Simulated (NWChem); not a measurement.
System: C₂H₅FOSi; SMILES F[SiH]1COC1

Input file for NWChem:

```
start job
memory heap 200 mb stack 900 mb global 1100 mb
geometry units angstroms noautosym nocenter noautoz
  F     -0.415538     2.016675     0.000000
  Si     0.411696     0.616424     0.000000
  C     -0.083785    -0.805010     1.134728
  O      0.108766    -1.668197     0.000000
  C     -0.083785    -0.805010    -1.134728
  H      1.856678     0.977937     0.000000
  H      0.560637    -1.116626     1.971059
  H     -1.135780    -0.801227     1.479867
  H     -1.135780    -0.801227    -1.479867
  H      0.560637    -1.116626    -1.971059
end
basis spherical
  * library 6-31g*
end
dft
  xc b3lyp
  iterations 150
end
property
  shielding 7 1 2 3 4 6 7 8
end
task dft property
```

Excerpt of the output:

```
             Northwest Computational Chemistry Package (NWChem) 7.3.0
             --------------------------------------------------------

                             Geometry "geometry" -> ""
                             -------------------------

 Output coordinates in angstroms (scale by  1.889725989 to convert to a.u.)

  No.       Tag          Charge          X              Y              Z
 ---- ---------------- ---------- -------------- -------------- --------------
    1 F                    9.0000    -0.41553800     2.01667500     0.00000000
    2 Si                  14.0000     0.41169600     0.61642400     0.00000000
    3 C                    6.0000    -0.08378500    -0.80501000     1.13472800
    4 O                    8.0000     0.10876600    -1.66819700     0.00000000
    5 C                    6.0000    -0.08378500    -0.80501000    -1.13472800
    6 H                    1.0000     1.85667800     0.97793700     0.00000000
    7 H                    1.0000     0.56063700    -1.11662600     1.97105900
    8 H                    1.0000    -1.13578000    -0.80122700     1.47986700
    9 H                    1.0000    -1.13578000    -0.80122700    -1.47986700
   10 H                    1.0000     0.56063700    -1.11662600    -1.97105900

 Effective nuclear repulsion energy (a.u.)     239.3160664624

                              NWChem Property Module
                              ----------------------

  itol2e modified to match energy
  convergence criterion.

                                 NWChem DFT Module
                                 -----------------

 Summary of "ao basis" -> "ao basis" (spherical)
 ------------------------------------------------------------------------------
       Tag                 Description            Shells   Functions and Types
 ---------------- ------------------------------  ------  ---------------------
 F                           6-31g*                  6       14   3s2p1d
 Si                          6-31g*                  8       18   4s3p1d
 C                           6-31g*                  6       14   3s2p1d
 O                           6-31g*                  6       14   3s2p1d
 H                           6-31g*                  2        2   2s

  itol2e modified to match energy
  convergence criterion.

            General Information
            -------------------
          SCF calculation type: DFT
          Wavefunction type:  closed shell.
          No. of atoms     :    10
          No. of electrons :    48
           Alpha electrons :    24
            Beta electrons :    24
          Charge           :     0
          Spin multiplicity:     1
          Use of symmetry is: off; symmetry adaption is: off
          Maximum number of iterations: 150
          AO basis - number of functions:    84
                     number of shells:    42
          Convergence on energy requested:  1.00D-07
          Convergence on density requested:  1.00D-05
          Convergence on gradient requested:  5.00D-04

              XC Information
              --------------
                         B3LYP Method XC Potential
                     Hartree-Fock (Exact) Exchange  0.200
                        Slater Exchange Functional  0.800 local
                    Becke 1988 Exchange Functional  0.720 non-local
              Lee-Yang-Parr Correlation Functional  0.810
                  VWN I RPA Correlation Functional  0.190 local

             Grid Information
             ----------------
          Grid used for XC integration:  fine
          Radial quadrature: Mura-Knowles
          Angular quadrature: Lebedev.
          Tag              B.-S. Rad. Rad. Pts. Rad. Cut. Ang. Pts.
          ---              ---------- --------- --------- ---------
          F                   0.50       70          10.0       590
          Si                  1.10      123           8.0       770
          C                   0.70       70           9.0       590
          O                   0.60       70           9.0       590
          H                   0.35       60          10.0       590
          Grid pruning is: on
          Number of quadrature shells:   703
          Spatial weights used:  Erf1

      Superposition of Atomic Density Guess
      -------------------------------------

 Sum of atomic energies:        -540.75566277

      Non-variational initial energy
      ------------------------------

 Total energy =    -542.877439
 1-e energy   =   -1222.543090
 2-e energy   =     440.349585
 HOMO         =      -0.296632
 LUMO         =       0.063347

   convergence    iter        energy       DeltaE   RMS-Dens  Diis-err
 ---------------- ----- ----------------- --------- --------- ---------
 d= 0,ls=0.0,diis     1   -543.7012985130 -7.83D+02  1.54D-02  7.16D-01
 d= 0,ls=0.0,diis     2   -543.6615661697  3.97D-02  8.15D-03  1.36D+00
 d= 0,ls=0.0,diis     3   -543.7811891858 -1.20D-01  1.27D-03  3.28D-02
 d= 0,ls=0.0,diis     4   -543.7837113410 -2.52D-03  4.51D-04  1.52D-03
 d= 0,ls=0.0,diis     5   -543.7838677782 -1.56D-04  1.62D-04  2.38D-04
  Resetting Diis
 d= 0,ls=0.0,diis     6   -543.7838937380 -2.60D-05  4.20D-05  2.46D-05
 d= 0,ls=0.0,diis     7   -543.7838960854 -2.35D-06  1.82D-05  1.46D-06
 d= 0,ls=0.0,diis     8   -543.7838959224  1.63D-07  1.07D-05  3.23D-06
 d= 0,ls=0.0,diis     9   -543.7838962409 -3.19D-07  1.81D-06  3.59D-08
 d= 0,ls=0.0,diis    10   -543.7838962449 -3.93D-09  3.01D-07  1.09D-09

         Total DFT energy =     -543.783896244864
      One electron energy =    -1226.032316613834
           Coulomb energy =      495.749670294685
    Exchange-Corr. energy =      -52.817316388161
 Nuclear repulsion energy =      239.316066462447

 Numeric. integr. density =       48.000004647084

                       DFT Final Molecular Orbital Analysis
                       ------------------------------------

 Vector   22  Occ=2.000000D+00  E=-3.079089D-01
              MO Center=  5.3D-02, -3.1D-01,  1.4D-09, r^2= 2.6D+00
   Bfn.  Coefficient  Atom+Function         Bfn.  Coefficient  Atom+Function
  ----- ------------  ---------------      ----- ------------  ---------------
    23      0.330144   2 Si pz               36      0.265511   3 C  py
    64     -0.265511   5 C  py               37     -0.210731   3 C  pz
    65     -0.210731   5 C  pz               40      0.175191   3 C  py
    68     -0.175191   5 C  py                5     -0.173914   1 F  pz
    38      0.173210   3 C  s                66     -0.173210   5 C  s

 Vector   23  Occ=2.000000D+00  E=-3.019333D-01
              MO Center=  2.0D-01, -9.2D-01, -1.4D-09, r^2= 2.7D+00
   Bfn.  Coefficient  Atom+Function         Bfn.  Coefficient  Atom+Function
  ----- ------------  ---------------      ----- ------------  ---------------
    49      0.335431   4 O  px               50     -0.335208   4 O  py
    54     -0.245113   4 O  py               53      0.241424   4 O  px
    36      0.213654   3 C  py               64      0.213654   5 C  py
    76     -0.173595   6 H  s                21     -0.159023   2 Si px
    52      0.159508   4 O  s                22     -0.135310   2 Si py

 Vector   24  Occ=2.000000D+00  E=-2.511690D-01
              MO Center= -1.1D-02, -1.1D+00, -3.5D-11, r^2= 2.4D+00
   Bfn.  Coefficient  Atom+Function         Bfn.  Coefficient  Atom+Function
  ----- ------------  ---------------      ----- ------------  ---------------
    49      0.463684   4 O  px               53      0.361455   4 O  px
    50      0.262363   4 O  py               54      0.216271   4 O  py
    80      0.189959   8 H  s                82      0.189959   9 H  s
    20     -0.171033   2 Si s                76      0.162739   6 H  s
    79      0.136793   8 H  s                81      0.136793   9 H  s

 Vector   25  Occ=0.000000D+00  E= 2.728429D-02
              MO Center=  3.5D-01,  7.1D-01, -9.4D-09, r^2= 4.0D+00
   Bfn.  Coefficient  Atom+Function         Bfn.  Coefficient  Atom+Function
  ----- ------------  ---------------      ----- ------------  ---------------
    26      0.873813   2 Si py                6     -0.508494   1 F  s
    52      0.391226   4 O  s                22      0.326360   2 Si py
    25     -0.282659   2 Si px               24      0.266461   2 Si s
    78      0.187011   7 H  s                84      0.187011  10 H  s
    21     -0.179263   2 Si px               54      0.179839   4 O  py

 Vector   26  Occ=0.000000D+00  E= 3.488357D-02
              MO Center=  4.8D-01,  7.3D-01,  7.3D-09, r^2= 4.2D+00
   Bfn.  Coefficient  Atom+Function         Bfn.  Coefficient  Atom+Function
  ----- ------------  ---------------      ----- ------------  ---------------
    27      1.039463   2 Si pz               38     -0.704365   3 C  s
    66      0.704365   5 C  s                23      0.342993   2 Si pz
    40     -0.228479   3 C  py               68      0.228479   5 C  py
     9     -0.199002   1 F  pz                5     -0.193395   1 F  pz
    36     -0.121756   3 C  py               64      0.121756   5 C  py

[...]

          -----------------------------------------
          Chemical Shielding Tensors (GIAO, in ppm)
          -----------------------------------------

                                NWChem CPHF Module
                                ------------------

  scftype          =     RHF
  nclosed          =       24
  nopen            =        0
  variables        =     1440
  # of vectors     =        3
  tolerance        = 0.10D-03
  level shift      = 0.00D+00
  max iterations   =       50
  max subspace     =       30

 SCF residual:    6.6977330208083517E-006

Iterative solution of linear equations
  No. of variables     1440
  No. of equations        3
  Maximum subspace       30
        Iterations       50
       Convergence  1.0D-04

   iter   nsub   residual    time
   ----  ------  --------  ---------
     1      3    4.42D-01      73.4
     2      6    1.47D-02      81.8
     3      9    6.96D-04      90.3
     4     12    4.81D-05      98.9

      Atom:    1  F
        Diamagnetic
    467.6803    -12.9831     -0.0000
    -12.9831    484.0461      0.0000
     -0.0000      0.0000    461.6196

        Paramagnetic
   -212.8006    -15.0723      0.0000
    -15.0723   -135.4818     -0.0000
      0.0000     -0.0000   -102.9590

        Total Shielding Tensor
    254.8797    -28.0553      0.0000
    -28.0553    348.5643     -0.0000
      0.0000     -0.0000    358.6606

           isotropic =     320.7015
          anisotropy =      56.9386

          Principal Components and Axis System
                 1           2           3
              358.6606    356.3233    247.1207

      1         0.0000     -0.2666      0.9638
      2        -0.0000      0.9638      0.2666
      3         1.0000      0.0000     -0.0000

      Atom:    2  Si
        Diamagnetic
    876.2212     -2.6101     -0.0000
     -2.6101    886.3841      0.0000
     -0.0000      0.0000    876.8105

        Paramagnetic
   -448.8117     -2.2839     -0.0000
     -2.2839   -489.2912      0.0000
     -0.0000      0.0000   -494.1707

        Total Shielding Tensor
    427.4095     -4.8940     -0.0000
     -4.8940    397.0929      0.0000
     -0.0000      0.0000    382.6397

           isotropic =     402.3807
          anisotropy =      38.6989

          Principal Components and Axis System
                 1           2           3
              428.1800    396.3225    382.6397

      1         0.9878      0.1555     -0.0000
      2        -0.1555      0.9878     -0.0000
      3        -0.0000      0.0000      1.0000

      Atom:    3  C
        Diamagnetic
    241.3764      0.7847     -2.7234
      0.7847    251.1215      1.6190
     -2.7234      1.6190    252.7065

        Paramagnetic
   -171.0529     -8.2507     -4.8308
     -8.2507   -105.6114     34.0976
     -4.8308     34.0976   -107.3875

        Total Shielding Tensor
     70.3235     -7.4661     -7.5542
     -7.4661    145.5101     35.7166
     -7.5542     35.7166    145.3190

           isotropic =     120.3842
          anisotropy =      92.6338

          Principal Components and Axis System
                 1           2           3
              182.1401    109.6980     69.3146

      1        -0.0946     -0.0019      0.9955
      2         0.7048     -0.7064      0.0656
      3         0.7031      0.7079      0.0681

      Atom:    4  O
        Diamagnetic
    373.0431     -2.9584      0.0000
     -2.9584    389.5185     -0.0000
      0.0000     -0.0000    412.6578

        Paramagnetic
    -93.6082     13.3366      0.0000
     13.3366    -53.7488      0.0000
      0.0000      0.0000    -52.4176

        Total Shielding Tensor
    279.4349     10.3782      0.0000
     10.3782    335.7698      0.0000
      0.0000      0.0000    360.2401

           isotropic =     325.1483
          anisotropy =      52.6378

          Principal Components and Axis System
                 1           2           3
              360.2401    337.6209    277.5838

      1         0.0000      0.1756      0.9845
      2         0.0000      0.9845     -0.1756
      3         1.0000     -0.0000     -0.0000

      Atom:    5  H
        Diamagnetic
     37.4684      4.0961     -0.0000
      4.0961     26.1201      0.0000
     -0.0000      0.0000     22.5267

        Paramagnetic
     -6.0948     -2.6207     -0.0000
     -2.6207     -1.2382     -0.0000
     -0.0000     -0.0000      0.2744

        Total Shielding Tensor
     31.3736      1.4754     -0.0000
      1.4754     24.8819      0.0000
     -0.0000      0.0000     22.8011

           isotropic =      26.3522
          anisotropy =       8.0116

          Principal Components and Axis System
                 1           2           3
               31.6932     24.5623     22.8011

      1         0.9773     -0.2117      0.0000
      2         0.2117      0.9773     -0.0000
      3        -0.0000      0.0000      1.0000

      Atom:    6  H
        Diamagnetic
     26.3265     -1.8905      6.8867
     -1.8905     25.0231     -3.7187
      6.8867     -3.7187     36.4419

        Paramagnetic
     -1.5045      1.7499     -5.9901
      1.7499      1.1484      4.3261
     -5.9901      4.3261     -3.1412

        Total Shielding Tensor
     24.8220     -0.1406      0.8966
     -0.1406     26.1715      0.6074
      0.8966      0.6074     33.3008

           isotropic =      28.0981
          anisotropy =       8.0164

          Principal Components and Axis System
                 1           2           3
               33.4424     26.1524     24.6994

      1         0.1018     -0.1483      0.9837
      2         0.0809      0.9868      0.1403
      3         0.9915     -0.0653     -0.1124

      Atom:    7  H
        Diamagnetic
     35.6164      0.0951     -7.6795
      0.0951     23.6972     -0.1752
     -7.6795     -0.1752     27.5341

        Paramagnetic
     -8.8613     -0.3806      4.5537
     -0.3806      2.9860      1.5313
      4.5537      1.5313      2.5229

        Total Shielding Tensor
     26.7552     -0.2855     -3.1259
     -0.2855     26.6832      1.3561
     -3.1259      1.3561     30.0570

           isotropic =      27.8318
          anisotropy =       6.6279

          Principal Components and Axis System
                 1           2           3
               32.2504     26.4963     24.7487

      1        -0.4902      0.3416      0.8019
      2         0.2299      0.9381     -0.2591
      3         0.8407     -0.0574      0.5384
```

Level: B3LYP/6-31G* (spherical d), GIAO. Coordinates come from a PBE0/def2-SVP optimisation. The output numbers the shielded atoms by their place in the input's list. The printed shielding anisotropy is the first printed principal value minus the mean of the other two.
